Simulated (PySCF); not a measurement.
Gas-phase reaction: 3 GeH₃F + 4 GeF₃ → 2 GeH₂ + 5 GeHF₃

Computed with PySCF and rigid-rotor harmonic-oscillator thermochemistry at 1 bar. † marks an energy on the PBE0/def2-TZVP geometry and frequencies; other levels use their own. MP2 freezes the core. 6-31G* has spherical d functions here. Open shells (unrestricted): GeF₃ (multiplicity 2); the rest are closed-shell singlets. Ge: all electrons, no relativistic terms. GeF₃, GeH₂, GeHF₃: computed as isolated molecules; such fragments, hydroxides, amides, oligomers or adducts are transient or little studied in the gas. MP2 isn't extrapolated to the basis-set limit; its ΔH°(298 K) is -290.6 kJ in def2-SVP and -281.1 kJ in def2-TZVPP. The harmonic model lacks anharmonicity and excited electronic states, which grow with temperature; levels with a mode under 35 cm⁻¹ are left out.

```
level            ΔE electronic, kJ  ΔH°(298 K), kJ  ΔS°(298 K), J/K  ΔG°(800 K), kJ
---------------  -----------------  --------------  ---------------  --------------
BLYP/def2-TZVP†               -205            -214              -41            -183
HF/6-31G*                     -216            -225              -40            -195
HF/def2-TZVP†                 -206            -214              -41            -183
MP2/def2-SVP†                 -282            -291              -41            -260
MP2/def2-TZVPP†               -273            -281              -41            -250
PBE/def2-SVP                  -211            -219              -44            -186
PBE0/def2-SVP†                -243            -252              -41            -221
```
ΔH° is lowest at MP2/def2-SVP† and highest at BLYP/def2-TZVP†. No reference value is set beside these.
